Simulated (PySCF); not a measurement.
H2In, SMILES `[InH2]` (charge 0, multiplicity 2)

These are PBE-D3(BJ)/def2-TZVP // B3LYP-D3(BJ)/def2-TZVP (PySCF 2.14.0) values and carry that method's errors.

The highest occupied spin orbital comes out as -4.53 eV, the dipole moment comes out as 0.44 D and the total energy is -191.2696 Ha. The cost comes out as roughly 60 core-seconds.

Bond lengths (Å): In1–H2 1.773, In1–H3 1.773. Angles (°): H2–In1–H3 119.9.
Charge 0, spin multiplicity 2.
